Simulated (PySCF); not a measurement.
**Highest orbital energy against ionisation energy along the second row**

Calculated with PySCF 2.14, no spin-orbit coupling. Each cell gives −ε(HOMO) / ΔSCF in eV; NIST values include spin-orbit coupling, (s) semi-empirical, (t) theoretical.

```csv
species,UHF,LDA,PBE,PBE0,r2SCAN,NIST (lowest levels)
"B²⁺ (aug-cc-pVTZ with one added diffuse shell each of s, p, d, f type, non-relativistic)",37.819 / 37.815,32.352 / 37.892,32.639 / 38.282,34.042 / 38.223,32.870 / 37.849,37.931
"C²⁺ (aug-cc-pVTZ with one added diffuse shell each of s, p, d, f type, non-relativistic)",46.096 / 45.787,40.147 / 46.947,40.350 / 47.104,42.030 / 47.042,40.664 / 46.622,47.888
"N²⁺ (aug-cc-pVTZ with one added diffuse shell each of s, p, d, f type, non-relativistic)",47.993 / 47.266,38.552 / 47.834,38.805 / 47.985,41.231 / 47.971,39.751 / 48.188,47.445 (s)
"O²⁺ (aug-cc-pVTZ with one added diffuse shell each of s, p, d, f type, non-relativistic)",55.758 / 54.585,44.962 / 55.389,45.046 / 55.240,47.878 / 55.277,46.106 / 55.578,54.936 (s)
"F²⁺ (aug-cc-pVTZ with one added diffuse shell each of s, p, d, f type, non-relativistic)",63.856 / 62.243,51.585 / 63.156,51.560 / 62.833,54.809 / 62.913,52.799 / 63.157,62.708 (s)
"Ne²⁺ (aug-cc-pVTZ with one added diffuse shell each of s, p, d, f type, non-relativistic)",64.108 / 61.840,52.122 / 63.614,52.543 / 63.877,55.741 / 63.733,53.383 / 63.618,63.423
```

**Question.** How far is −ε(HOMO) from ΔSCF on average for each method, and why?

**Answer.** UHF 1.02 eV; LDA -9.19 eV; PBE -9.06 eV; PBE0 -6.57 eV; r2SCAN -8.24 eV. Hartree-Fock orbital energies lack relaxation and so exceed the ΔSCF value; semilocal functionals have convex E(N) from self-interaction, so their HOMO lies far too high; exact exchange moves hybrids part of the way back.
